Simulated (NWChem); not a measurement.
System: AlHCl2; SMILES [Cl][AlH][Cl]

Computed with NWChem. Pople sets run with spherical d functions. Structure relaxed at the PBE-D3(BJ)/def2-SVP level. Ions are spin-unrestricted doublets at the neutral geometry; other ion states weren't tried.

```json
[
 {"level": "B3LYP/6-31+G*", "−ε(HOMO) (eV)": "9.10"},
 {"level": "PBE/6-31+G*", "−ε(HOMO) (eV)": "8.00"},
 {"level": "LDA (Slater exchange, VWN5)/6-31+G*", "−ε(HOMO) (eV)": "8.12"},
 {"level": "Hartree-Fock/6-31+G*", "−ε(HOMO) (eV)": "12.64"}
]
```
